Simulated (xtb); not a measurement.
C3H8O2Si, SMILES C(OC)[SiH2]C=O. All values are semi-empirical tight-binding results from xtb (GFN2-xTB unless named), good for trends rather than for accurate numbers. Geometry: GFN2-xTB. This is a generated structure with no PubChem entry under its InChIKey; it may be hypothetical. One conformer was computed; it need not be the lowest.

Optimised geometry:

Bonds (Å): C1–O2 1.404, C1–H7 1.098, C1–H8 1.097, C1–H9 1.088, O2–C3 1.414, C3–Si4 1.910, C3–H10 1.100, C3–H11 1.099, Si4–C5 1.922, Si4–H12 1.464, Si4–H13 1.463, C5–O6 1.205, C5–H14 1.111. Bond angles (°): O2–C1–H7 111.2, O2–C1–H8 111.1, O2–C1–H9 106.9, H7–C1–H8 108.6, H7–C1–H9 109.5, H8–C1–H9 109.5, C1–O2–C3 113.5, O2–C3–Si4 104.5, O2–C3–H10 110.3, O2–C3–H11 110.3, Si4–C3–H10 113.2, Si4–C3–H11 111.8, H10–C3–H11 106.8, C3–Si4–C5 105.9, C3–Si4–H12 109.0, C3–Si4–H13 110.8, C5–Si4–H12 107.3, C5–Si4–H13 110.7, H12–Si4–H13 112.9, Si4–C5–O6 124.8, Si4–C5–H14 116.0, O6–C5–H14 119.2.

Computed properties:
The orbital gap is 2.49 eV, the dipole moment is 3.52 D and the zero-point energy is 63.6 kcal/mol. The G − E(el) at 298.15 K (modified RRHO) is 42.1 kcal/mol. The static polarisability (D4 model) is 74.1 bohr³. The solvation energy, GFN2-xTB/ALPB(water) is -2.1 kcal/mol. The solvation energy, GFN2-xTB/ALPB(benzene) comes out as -6.2 kcal/mol.

Computed atomic charges and the Wiberg bond orders between heavy atoms:
charges (e) C1 0.05, O2 -0.33, C3 -0.01, Si4 0.45, C5 0.11, O6 -0.32, H7 0.03, H8 0.03, H9 0.05, H10 0.01, H11 0.01, H12 -0.05, H13 -0.05, H14 0.03. Bond orders C1–O2 0.99, O2–C3 1.00, C3–Si4 0.85, Si4–C5 0.83, C5–O6 1.98.
